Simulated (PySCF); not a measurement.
CaO, SMILES [Ca]=[O].

Geometry optimised at PBE0-D3(BJ)/def2-TZVPD.

Level of theory: TDA-LC-ωPBE/def2-TZVPD (PySCF 2.14.0).

Vertical excitations; the highest root listed may be one member of a degenerate set. Gas-phase values at a fixed geometry. State labels are in the subgroup C2v.

```
state  symmetry  energy (eV)  λ (nm)      f                                                                main pairs
-----  --------  -----------  ------  -----  ------------------------------------------------------------------------
S1           A1         2.35     528  0.032                                          HOMO→LUMO 79 %, HOMO→LUMO+3 15 %
S2           B2         2.65     468  0.013                                              HOMO−1→LUMO (degenerate set)
S3           B1         2.65     468  0.013                                              HOMO−2→LUMO (degenerate set)
S4           B2         4.00     310  0.008                                              HOMO→LUMO+2 (degenerate set)
S5           B1         4.00     310  0.008                                              HOMO→LUMO+1 (degenerate set)
S6           A1         4.38     283  0.000                             HOMO−1→LUMO+2, HOMO−2→LUMO+1 (degenerate set)
S7           A2         4.38     283  0.000                             HOMO−2→LUMO+2, HOMO−1→LUMO+1 (degenerate set)
S8           A1         4.43     280  0.041                  HOMO−2→LUMO+1 36 %, HOMO−1→LUMO+2 36 %, HOMO→LUMO+3 18 %
S9           A2         4.44     279  0.000                                    HOMO−1→LUMO+1 46 %, HOMO−2→LUMO+2 46 %
S10          A1         4.50     275  0.047  HOMO→LUMO+3 52 %, HOMO→LUMO 12 %, HOMO−2→LUMO+1 10 %, HOMO−1→LUMO+2 10 %
T1           A1         2.06     602      0                                                            HOMO→LUMO 86 %
T2           B2         2.54     489      0                               HOMO−1→LUMO, HOMO−1→LUMO+3 (degenerate set)
T3           B1         2.54     489      0                               HOMO−2→LUMO, HOMO−2→LUMO+3 (degenerate set)
T4           B2         3.94     315      0                                                          HOMO→LUMO+2 89 %
```
Triplets are in the Tamm–Dancoff approximation.
